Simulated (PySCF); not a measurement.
**How methods differ on the ionisation energy of Rb**

Rb [Kr] 5s1 [5s1/2^1, M_J = 1/2] → Rb⁺ [Kr], as a difference of total energies. Calculation: PySCF 2.14, in x2c-SVPall-2c (6s7p6d1f, 64 functions); the two-component X2C-1e Hamiltonian. Correlated levels: [Ar] 3d10 frozen; the 6 highest virtual spinors dropped. "Screened" scales the spin-orbit matrix elements by Boettger's factors to mimic the two-electron term; Breit and QED terms are absent.

```tsv
method	ionisation energy (eV)	error (eV)
GHF (screened spin-orbit)	3.798	-0.379
GMP2 (screened spin-orbit)	3.976	-0.201
```

Reference: 4.177 eV (measured; NIST Atomic Spectra Database, ionization energies).

Errors of the correlated levels include the incompleteness of this basis and the frozen core.
